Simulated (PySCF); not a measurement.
C5H6N2.
Atom-mapped SMILES: `[NH2:1][c:2]1[cH:3][cH:4][cH:5][cH:6][n:7]1` (hydrogens: H8, H9 on N1; H10 on C3; H11 on C4; H12 on C5; H13 on C6)

The geometry is computed with GFN2-xTB (gas phase).

(1) What internal coordinates does the optimisation give?

## Answers

(1) 
| bond | length (bohr) | order |
| --- | --- | --- |
| N1–C2 | 2.582 | single |
| C2–C3 | 2.651 | aromatic |
| C3–C4 | 2.602 | aromatic |
| C4–C5 | 2.629 | aromatic |
| C5–C6 | 2.613 | aromatic |
| C6–N7 | 2.499 | aromatic |
| C2–N7 | 2.515 | aromatic |
| N1–H8, N1–H9 | 1.900 | single |
| C3–H10 | 2.040 | single |
| C4–H11 | 2.043 | single |
| C5–H12 | 2.038 | single |
| C6–H13 | 2.046 | single |

Bonds in one row agree within 0.02 bohr and their mean is given. Orders are formal, as drawn. A selection of angles:
| angle | degrees |
| --- | --- |
| C2–N1–H8 | 115.6 |
| C2–N1–H9 | 118.5 |
| H8–N1–H9 | 117.1 |
| N1–C2–C3 | 121.3 |
| N1–C2–N7 | 116.2 |
| C3–C2–N7 | 122.4 |
| C2–C3–C4 | 118.4 |
| C2–C3–H10 | 120.0 |
| C4–C3–H10 | 121.6 |
| C3–C4–C5 | 119.2 |
| C3–C4–H11 | 120.3 |
| C5–C4–H11 | 120.5 |
| C4–C5–C6 | 117.9 |
| C4–C5–H12 | 121.2 |
| C6–C5–H12 | 121.0 |
| C5–C6–N7 | 123.8 |
| C5–C6–H13 | 121.2 |
| N7–C6–H13 | 115.0 |
| C2–N7–C6 | 118.3 |

N1 (aniline-type nitrogen) has angles 118.5°, 117.1° and 115.6°, sum 351.2°, 0.19 Å off the plane of its three neighbours. N7 (pyridine-type nitrogen) is bent (angle 118.3°). The 3 C–N bonds span 1.322 Å (C6–N7, aromatic) to 1.367 Å (N1–C2, drawn single), a spread of 0.045 Å. The 7 heavy atoms lie in one plane (0.018 Å rms). The 6-membered ring C2–C3–C4–C5–C6–N7 has internal angles of 117.9° to 123.8°; it is planar, 0.00 Å rms from its mean plane, widest ring torsion 1°. The C–C distances run from 1.377 Å (C3–C4, aromatic) to 1.403 Å (C2–C3, aromatic), a spread of 0.026 Å. Of the pairs four or more bonds apart, H9···H10 is among the closest relative to their van der Waals radii: 2.47 Å, 103 % of the sum of Bondi's values.

Point group: near Cs, missed by 0.34 Å at most; the miss may be what the optimiser left on a soft mode. Whether it is a minimum is left open (no frequencies).
